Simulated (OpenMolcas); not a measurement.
# Ni V: effect of the level shift or regulariser

```
Program             : OpenMolcas 26.06
Basis               : ANO-RCC-VTZP [6s5p3d2f1g]
Scalar Hamiltonian  : DKH2, point nucleus
Active space        : 6 electrons in 5 orbitals (3d)
State averaging     : 2S+1 = 5 even, 5 roots; 2S+1 = 3 even, 45 roots; 2S+1 = 1 even, 50 roots
Spin-orbit coupling : state interaction with AMFI integrals over the reference wave functions, term energies averaged over their components
```

Methods on the same reference wave functions:
A. CASSCF
B. MS-CASPT2, IPEA 0.25 Eh, imaginary shift 0.1 Eh (closed shells correlated: 3s 3p)
C. MS-CASPT2, IPEA 0.25 Eh, real shift 0.2 Eh (closed shells correlated: 3s 3p)
D. MS-CASPT2, IPEA 0.25 Eh, sigma2 regulariser 0.3 Eh (closed shells correlated: 3s 3p)

Energies in cm-1 above 3d6 5D4, the measured ground level; measured values from Corliss and Sugar, J. Phys. Chem. Ref. Data 10, 197 (1981).

```tsv
Level	A	B	C	D	Measured
3d6 5D4	0.0	0.0	0.0	0.0	0.0
3d6 5D3	852	857	857	857	890
3d6 5D2	1444	1442	1442	1442	1490
3d6 5D1	1823	1815	1815	1815	1872
3d6 5D0	2008	1997	1997	1997	2058
3d6 3H6	29514	27750	27750	27750	27111
3d6 3H5	29934	28140	28140	28140	27578
3d6 3H4	30229	28370	28370	28370	27859
3d6 3P2(1)	32138	26410	26410	26410	26153
3d6 3F4(1)	33719	29630	29630	29630	29124
3d6 3F3(1)	34209	30040	30040	30040	29571
3d6 3F2(1)	34581	30350	30360	30350	29899
3d6 3P1(1)	34625	28890	28900	28890	28698
3d6 3P0(1)	35602	29870	29870	29870	29640
3d6 3G5	37248	33920	33920	33920	33256
3d6 3G4	38073	34680	34680	34680	34062
3d6 3G3	38394	34980	34990	34980	34416
3d6 1I6	44562	42290	42290	42290	41252
3d6 1G4(1)	47156	43420	43420	43420	42208
3d6 3D1	48094	42330	42330	42330	41701
3d6 3D2	48117	42310	42320	42310	41627
3d6 3D3	48362	42590	42600	42590	41920
3d6 1S0(1)	54718	48580	48590	48580	47700
3d6 1D2(1)	58396	50010	50020	50010	48607
```

Deviations, from unrounded energies. A percentage is the sum of absolute deviations over the sum of measured energies, with the sign that they share, or ± where signs differ.

| Against measurement | Levels | A | B | C | D |
| --- | --- | --- | --- | --- | --- |
| mean absolute deviation (cm-1) | 23 | 4200 | 540 | 540 | 540 |
| fine structure of the ground term (%) | 4 | -2.9 | -3.1 | -3.1 | -3.1 |
| other terms of the ground configuration (%) | 19 | +14.4 | +1.8 | +1.8 | +1.8 |

B, C, D lie about equally close to measurement and A furthest from it. The largest miss of D in the table is 3d6 1D2(1), by +1400 cm-1. The ranking rests on the paired levels alone, and a cruder setting can come out closer through cancelling errors.

Among B to D the level of the table that moves most is 3d6 1S0(1), by 9.3 cm-1 (lowest in D, highest in C). Moves below CASPT2's spread within the term are not significant.

The two smallest mean deviations differ by little beside CASPT2's spread within terms, so their order carries little weight.

From A to B the spin-free energies of the other terms of 3d6 shown, above 5D, scale by factors of 0.82 to 0.95, as is usual when dynamic correlation screens the repulsion within a d or f shell.

The lowest spin-free term lies below A's lowest term by 0.456 hartree in B, 0.456 hartree in C, 0.456 hartree in D.

Term energies are means over components that CASPT2 splits; among the terms shown or strongly mixed into the levels shown the widest spread is 890 cm-1 (3d6 1I, D). Without dynamic correlation excited terms often stand tens of per cent too high (terms of higher spin than the ground term too low), and those without a measured partner can miss by more than the paired ones (holds for A). The CASPT2 spread within a term exceeds the gap to the next term for 3d6 1I and 3d6 3D, so the order of their levels is uncertain (holds for B; C; D). Measured partners are found by configuration, term and J. A level has none where our copy of the source lacks it or the pairing is in doubt (some pairs that miss far off the trend of their configuration count as doubtful), and it then counts in no deviation. Levels of configurations outside the active space are missing. The table leaves out levels that lie high or whose names do not pair safely across all columns.

A number in round brackets counts repeated terms of one configuration in the order of the reference energies.
